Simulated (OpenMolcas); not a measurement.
Tc2+ among 5 point charges of -2 e arranged as a square pyramid (C4v), 2.06 Å from the ion, with the axial distance 1.772 Å. The active orbitals were held to one l.

```
Program             : OpenMolcas 26.06
Method              : CASSCF
Basis               : ANO-RCC-VDZP [6s5p3d1f]
Scalar Hamiltonian  : DKH2, point nucleus
Active space        : 5 electrons in 5 orbitals (4d)
State averaging     : 2S+1 = 6 even, 1 root; 2S+1 = 4 even, 24 roots; 2S+1 = 2 even, 75 roots
Spin-orbit coupling : RASSI with atomic mean-field integrals over the reference wave functions
```

What is the spin-free ground state?

A state of multiplicity 6, 1-fold in its orbital part, 100 % from free-ion S terms; it has the highest spin that d5 allows.

What are the lowest two levels with spin-orbit coupling?

A 2-fold level with g = 2.00, 5.99, 5.99, then a 2-fold level 0.8 cm-1 above it. Their leading multiplicities are 6 (99 %) and 6 (99 %).

What is χT at 300 K, and how does it compare with the textbook value?

The lowest level has 2S+1 = 6, for which the spin-only value is χT = S(S+1) / 2 = 4.375 cm3 K/mol (g = 2). The computed 4.364 at 300 K differs by -0.011, through a little spin-orbit mixing out of the ground term, against the free-electron g of 2.0023, which raises it.

Without dynamic correlation the repulsion within the d shell is too large (B by tens of per cent), so at a given field states of lower spin stand too high. Point charges give a weaker field than real ligands, and real ions of this kind are as a rule low spin; the high spin found here belongs to the model. Point charges carry no covalency, so the field is a model and not that of real ligands. An unlabelled pair can be two single states that coincide in this model. No measured value stands beside these numbers.
